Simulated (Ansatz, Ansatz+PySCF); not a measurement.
```yaml
atoms:
  - { symbol: B, position_ang: [0.0000, 0.0000, -0.2254] }
  - { symbol: H, position_ang: [0.0000, 0.0000, 1.1271] }
```

Basis set: def2-SVP (spherical functions). Frozen core: 1 orbital. Charge 0, multiplicity 1.

Computed with Ansatz (development build ahead of 0.2.0); each method stands on the lowest determinant of its kind that the runs found. Restricted open shells among the atoms or ions are ROHF, correlated in semicanonical orbitals with singles.

The atomization energy at this shape (free ground-state atoms in the same class of orbitals less the molecule, no zero-point energy) of singlet BH:

```tsv
method	atomization energy
RHF-CCSD(T)	3.42 eV
RHF-MP2	3.24 eV
UHF-MP2	3.11 eV
UHF	2.72 eV
```

Q: What does RHF give?

A: 2.64 eV. Caution for UHF-MP2: another reference gives a lower total. Caution for UHF-MP2, UHF: the determinant breaks the point group; the unrestricted determinant is spin contaminated.
